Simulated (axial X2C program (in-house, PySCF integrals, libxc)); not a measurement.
# Estimating the spin–orbit splitting of the π levels of TlCl

Calculated with an axial X2C code built on PySCF integrals. Spin-free means the one-electron spin-free X2C Hamiltonian; two-component (2c) means X2C with spin–orbit coupling and atomic mean-field two-electron Coulomb and Gaunt terms, so the difference of the two also holds small scalar two-electron terms. Basis: Tl dyall-cv4z [14s16p11d7f3g], Cl dyall-av4z [10s9p4d3f2g] (cores contracted in-house); Gaussian nuclei, density fitting, unrestricted open shells. Masses: Tl 204.974 u, Cl 34.969 u.

Hartree–Fock at 2.501 Å, closed shell. Valence p splittings ε(p3/2) − ε(p1/2) of spherical Dirac–Hartree–Fock atoms with fractionally filled p shells: Cl 3p 0.140 eV.

```json
{"filled π level (eV), spin-free": "-11.05", "Tl p share": "0.03", "Cl p share": "0.92"}
```

Problem. In first order a p shell splits by 3ζ/2 and a π orbital by ζ. Estimate the splitting of each π level from the shares.

Solution. level -11.05 eV: (2/3) × (0.92 × 0.140) = 0.09 eV.

The two-component Hartree–Fock calculation gives:

| ε(ω = 1/2) (eV) | σ share of it | ε(ω = 3/2) (eV) | splitting (eV) | estimate (eV) |
| --- | --- | --- | --- | --- |
| -11.130 | 0.00 | -11.050 | 0.08 | 0.09 |

The estimate leaves out the mixing of π1/2 with σ1/2 levels, which pushes the ω = 1/2 spinor up or down, the d and f parts of the orbital, small shares of the strongly split outer-core p shell of a metal, the Gaunt term (absent from the atomic values), and the change of the atomic p orbitals with charge; Löwdin shares depend on the basis.
